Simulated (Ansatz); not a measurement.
`OC=C(F)F` and `F/C=C\C=C(F)F` differ in one atom or group.

Ansatz, PBE0-D4/def2-TZVP geometries, multiplicity 1. Each molecule was computed in one conformer, which needn't be the lowest.

```tsv
property	`OC=C(F)F`
HOMO energy (B3LYP/def2-TZVPP) / eV	-6.64
size of the dipole moment (PBE/def2-TZVPP) / D	2.40
LUMO energy (ωB97M-V/def2-TZVPP) / eV	2.15
HOMO–LUMO gap (PBE/def2-TZVPP) / eV	5.18
HOMO–LUMO gap (B3LYP/def2-TZVPP) / eV	6.86
HOMO–LUMO gap (ωB97M-V/def2-TZVPP) / eV	11.25
```

(1) Give the same properties after the change, and the shifts. (Estimate.)

Results:

(1) The calculation gave: 
```csv
property,`F/C=C\C=C(F)F`,shift
HOMO energy (B3LYP/def2-TZVPP) / eV,-6.53,0.11
size of the dipole moment (PBE/def2-TZVPP) / D,0.96,-1.44
LUMO energy (ωB97M-V/def2-TZVPP) / eV,1.43,-0.72
HOMO–LUMO gap (PBE/def2-TZVPP) / eV,3.99,-1.19
HOMO–LUMO gap (B3LYP/def2-TZVPP) / eV,5.59,-1.27
HOMO–LUMO gap (ωB97M-V/def2-TZVPP) / eV,10.24,-1.01
```

With PBE0 the HOMO rises by 0.12 eV and the LUMO falls by 1.33 eV, so the gap narrows by about 1.45 eV. PBE moves the HOMO by -0.12 eV and ωB97M-V by 0.29 eV. The zero-point energy changes by 57.3 kJ/mol with +9 modes. Dipoles are sizes alone; their direction can turn.

B3LYP here is the variant with VWN-RPA as its local correlation; programs differ in this.
